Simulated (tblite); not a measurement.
Isomers of C4H5FNOS (doublet state). Computed with GFN2-xTB (tblite): harmonic, unscaled wavenumbers at the GFN2-xTB geometry, gas phase. This tight-binding method is rough: wavenumbers can miss measured ones by several per cent, in bad cases by 10 to 20. One conformer each. Open shells enter through the occupations alone, without spin polarisation, and single modes of such species can be off by tens of per cent.

Electronic energies: GFN2-xTB at the same geometries; isomer energies are rough at this level and their order can be wrong.

```csv
SMILES,"electronic energy, lowest = 0 (kJ/mol)"
N#CC[C@H]([S])OCF,0.0
[N]=CCC(=S)OCF,96.4
C=C(C=[N])[S@](=O)CF,229.7
```

Question: How do GFN2-xTB zero-point energies change the relative energies?

Answer: 
| SMILES | ZPE (kJ/mol) | of it from modes above 1550 cm⁻¹ | electronic (kJ/mol) | with ZPE, lowest = 0 (kJ/mol) | lowest mode (cm⁻¹) | rings |
| --- | --- | --- | --- | --- | --- | --- |
| N#CC[C@H]([S])OCF | 227.9 | 102.2 | 0.0 | 0.0 | 49 | 0 |
| [N]=CCC(=S)OCF | 221.7 | 98.3 | 96.4 | 90.2 | 37 | 0 |
| C=C(C=[N])[S@](=O)CF | 214.1 | 108.5 | 229.7 | 216.0 | 37 | 0 |

The zero-point energies span 13.8 kJ/mol, from `C=C(C=[N])[S@](=O)CF` to `N#CC[C@H]([S])OCF`. The order is unchanged.

Question: What do entropy and thermal enthalpy add at 298.15 K and 1 bar (rigid rotor, harmonic oscillator, one conformer each)?

Answer: 
```json
{"SMILES": "N#CC[C@H]([S])OCF", "point group": "C1", "symmetry number": "1", "S (J/(mol K))": "402.4", "H − H(0) (kJ/mol)": "25.45", "ZPE + H − H(0) − TS (kJ/mol)": "133.4"}
{"SMILES": "[N]=CCC(=S)OCF", "point group": "C1", "symmetry number": "1", "S (J/(mol K))": "413.8", "H − H(0) (kJ/mol)": "26.33", "ZPE + H − H(0) − TS (kJ/mol)": "124.7"}
{"SMILES": "C=C(C=[N])[S@](=O)CF", "point group": "C1", "symmetry number": "1", "S (J/(mol K))": "405.9", "H − H(0) (kJ/mol)": "26.97", "ZPE + H − H(0) − TS (kJ/mol)": "120.1"}
```

S holds R ln(2S + 1) for the spin.
